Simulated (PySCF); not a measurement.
Computed with PBE-D3(BJ)/def2-TZVP // PBE0-D3(BJ)/def2-TZVP run with PySCF. All species are isolated molecules in the gas phase. Excitations are Tamm–Dancoff values on a coarser integration grid. The basis has no diffuse functions, so Rydberg states are missing or too high.

Reference species (SMILES): `[CH3][Al]([I])[I]` (neutral, multiplicity 1).

```yaml
HOMO–LUMO gap: 4.31 eV
brightest of the four lowest singlets (TDA): 4.99 eV
S1–T1 gap (TDA): 0.11 eV
```

Changed species: `[CH3][Al]([CH3])[I]` (1 of 3 CH3 replaced by I; the reference has 2 of 3 CH3 replaced by I).

Task: What does the change do to the HOMO–LUMO gap, brightest of the four lowest singlets (TDA) and S1–T1 gap (TDA)?

Result: the HOMO–LUMO gap increases by 0.16 eV, to 4.47 eV; the brightest of the four lowest singlets (TDA) rises by 0.43 eV, to 5.42 eV; the S1–T1 gap (TDA) stays essentially unchanged.
